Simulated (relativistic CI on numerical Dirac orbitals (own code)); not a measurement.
Magnetism of Ir4+, 5d5, in a crystal field

Calculated by Dirac-Coulomb-Breit CI, KLI orbitals optimised for each configuration, a model potential for QED, valence Slater integrals scaled by 0.75, one configuration in a parametric crystal field (own radial code).

Field parameters in Wybourne normalisation: D3d B²₀ = −7Dσ, B⁴₀ = −14Dq − 21Dτ, B⁴₃ = −14√(10/7) Dq. The field is a parameter set, without covalency.

S is read from ⟨S²⟩ = S(S + 1).

Powder χT (cm³ K mol⁻¹) by Van Vleck's formula, with temperature-independent terms:

```
                                      Field    2 K    5 K   10 K   20 K   50 K  100 K  200 K  300 K
D3d, 10Dq = 28950, Dσ = -1200, Dτ = 40 cm⁻¹  0.445  0.446  0.447  0.449  0.455  0.466  0.488   0.51
 D3d, 10Dq = 28950, Dσ = 1200, Dτ = 40 cm⁻¹  0.445  0.445  0.446  0.449  0.455  0.466  0.488  0.509
  D3d, 10Dq = 28950, Dσ = 980, Dτ = 40 cm⁻¹  0.449   0.45  0.451  0.453   0.46  0.471  0.492  0.514
  D3d, 10Dq = 28950, Dσ = 760, Dτ = 40 cm⁻¹  0.453  0.454  0.455  0.457  0.464  0.475  0.496  0.518
  D3d, 10Dq = 28950, Dσ = 550, Dτ = 40 cm⁻¹  0.457  0.457  0.458   0.46  0.467  0.478    0.5  0.521
  D3d, 10Dq = 28950, Dσ = 330, Dτ = 40 cm⁻¹  0.459   0.46  0.461  0.463  0.469   0.48  0.502  0.524
  D3d, 10Dq = 28950, Dσ = 110, Dτ = 40 cm⁻¹   0.46  0.461  0.462  0.464  0.471  0.482  0.503  0.525
 D3d, 10Dq = 28950, Dσ = -110, Dτ = 40 cm⁻¹  0.461  0.462  0.463  0.465  0.471  0.482  0.504  0.526
```

(1) For D3d, 10Dq = 28950, Dσ = 330, Dτ = 40 cm⁻¹: what effective moment follows at 300 K?

## Answers

(1) μ_eff = √(8χT) = 2.05 μB. The ground level has S = 0.69; the spin-only moment for S = 1/2 is 1.73 μB. The difference comes from the orbital moment, spin-orbit mixing of terms and temperature-independent paramagnetism, all larger in this ionic model than in covalent complexes.
